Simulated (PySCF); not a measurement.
C$_{4}$H$_{12}$O$_{2}$Si, charge -1, doublet, geometry from GFN2-xTB (a state made from the parent by changing its charge; the spin is typed, not shown lowest); DF-HF/cc-pVDZ in PySCF.

Here is a job for PySCF.
```python
from pyscf import gto, scf

mol = gto.Mole()
mol.atom = '''
    C    -1.84206432   -1.20121796    0.80212934
    O    -0.52940267   -0.82617099    0.71041079
    Si    0.10704999    0.63348171    0.05450908
    C    -1.63967623    1.67035787    0.04162330
    C     0.15899035    0.44413107   -1.88381391
    O     1.74361813    0.10516852    0.39206427
    C     2.26238054   -1.15875034    0.12310671
    H    -1.89353890   -2.21160292    1.23738123
    H    -2.34392672   -1.23139132   -0.17739377
    H    -2.42318933   -0.52584016    1.44744341
    H    -2.40969923    1.18223303   -0.56026119
    H    -1.49330874    2.66732033   -0.37058951
    H    -2.04093927    1.79755978    1.04694241
    H    -0.29640328   -0.49367606   -2.21446711
    H     1.18481255    0.44636105   -2.25006960
    H    -0.36588150    1.25090369   -2.39297643
    H     3.27718700   -1.22677312    0.53830566
    H     1.63891508   -1.93803885    0.57400207
    H     2.31576698   -1.34490333   -0.95951757
'''
mol.basis = 'cc-pvdz'
mol.charge = -1
mol.spin = 1
mol.verbose = 4
mol.build()

mf = scf.UHF(mol)
mf.diis = False
mf.max_cycle = 100
mf = mf.density_fit(auxbasis='def2-universal-jkfit')
mf.kernel()
```

Problem. Write the output that PySCF gives for this input, abridged.

Solution. 
```
PySCF version 2.14.0

[INPUT] verbose = 4
[INPUT] num. atoms = 19
[INPUT] num. electrons = 67
[INPUT] charge = -1
[INPUT] spin (= nelec alpha-beta = 2S) = 1
[INPUT] symmetry False subgroup None
[INPUT] Mole.unit = angstrom
[INPUT] Symbol           X                Y                Z      unit          X                Y                Z       unit  Magmom
[...]
nuclear repulsion = 416.2492528694
number of shells = 71
number of NR pGTOs = 281
number of NR cGTOs = 162
basis = cc-pvdz
ecp = {}

******** <class 'pyscf.df.df_jk.DFUHF'> ********
method = DFUHF
initial guess = minao
damping factor = 0
level_shift factor = 0
DIIS disabled
SCF conv_tol = 1e-09
SCF conv_tol_grad = None
SCF max_cycles = 100
direct_scf = False
number electrons alpha = 34  beta = 33
Set gradient conv threshold to 3.16228e-05
******** <class 'pyscf.df.df.DF'> ********
auxbasis = def2-universal-jkfit
init E= -597.824534525669

cycle= 1 E= -596.934972459109  delta_E= 0.89  |g|= 0.577  |ddm|= 2.77
cycle= 2 E= -597.053507773682  delta_E= -0.119  |g|= 0.359  |ddm|= 0.825
cycle= 3 E= -597.085205995638  delta_E= -0.0317  |g|= 0.246  |ddm|= 0.538
cycle= 4 E= -597.097446559104  delta_E= -0.0122  |g|= 0.166  |ddm|= 0.286
cycle= 5 E= -597.102975017943  delta_E= -0.00553  |g|= 0.114  |ddm|= 0.213
cycle= 6 E= -597.105465421834  delta_E= -0.00249  |g|= 0.0775  |ddm|= 0.131
cycle= 7 E= -597.106629552096  delta_E= -0.00116  |g|= 0.0531  |ddm|= 0.0942
cycle= 8 E= -597.107167172201  delta_E= -0.000538  |g|= 0.0362  |ddm|= 0.0614
cycle= 9 E= -597.107419103161  delta_E= -0.000252  |g|= 0.0248  |ddm|= 0.0432
cycle= 10 E= -597.107536377886  delta_E= -0.000117  |g|= 0.017  |ddm|= 0.0288
cycle= 11 E= -597.107591345209  delta_E= -5.5e-05  |g|= 0.0116  |ddm|= 0.0201
cycle= 12 E= -597.10761703279  delta_E= -2.57e-05  |g|= 0.00795  |ddm|= 0.0135
cycle= 13 E= -597.107629080603  delta_E= -1.2e-05  |g|= 0.00544  |ddm|= 0.0094
cycle= 14 E= -597.107634725503  delta_E= -5.64e-06  |g|= 0.00373  |ddm|= 0.00636
cycle= 15 E= -597.107637376099  delta_E= -2.65e-06  |g|= 0.00256  |ddm|= 0.00441
cycle= 16 E= -597.107638620667  delta_E= -1.24e-06  |g|= 0.00176  |ddm|= 0.003
cycle= 17 E= -597.107639205944  delta_E= -5.85e-07  |g|= 0.0012  |ddm|= 0.00207
cycle= 18 E= -597.107639481304  delta_E= -2.75e-07  |g|= 0.000827  |ddm|= 0.00141
cycle= 19 E= -597.107639611026  delta_E= -1.3e-07  |g|= 0.000568  |ddm|= 0.000977
cycle= 20 E= -597.107639672175  delta_E= -6.11e-08  |g|= 0.00039  |ddm|= 0.000667
cycle= 21 E= -597.107639701038  delta_E= -2.89e-08  |g|= 0.000268  |ddm|= 0.000461
cycle= 22 E= -597.107639714676  delta_E= -1.36e-08  |g|= 0.000185  |ddm|= 0.000315
cycle= 23 E= -597.107639721121  delta_E= -6.44e-09  |g|= 0.000127  |ddm|= 0.000218
cycle= 24 E= -597.107639724174  delta_E= -3.05e-09  |g|= 8.75e-05  |ddm|= 0.000149
cycle= 25 E= -597.107639725627  delta_E= -1.45e-09  |g|= 6.03e-05  |ddm|= 0.000104
cycle= 26 E= -597.107639726298  delta_E= -6.71e-10  |g|= 4.16e-05  |ddm|= 7.09e-05
cycle= 27 E= -597.107639726637  delta_E= -3.4e-10  |g|= 2.87e-05  |ddm|= 4.92e-05
Extra cycle  E= -597.10763972679  delta_E= -1.52e-10  |g|= 1.98e-05  |ddm|= 3.37e-05
converged SCF energy = -597.10763972679  <S^2> = 0.75546523  2S+1 = 2.0054578
```
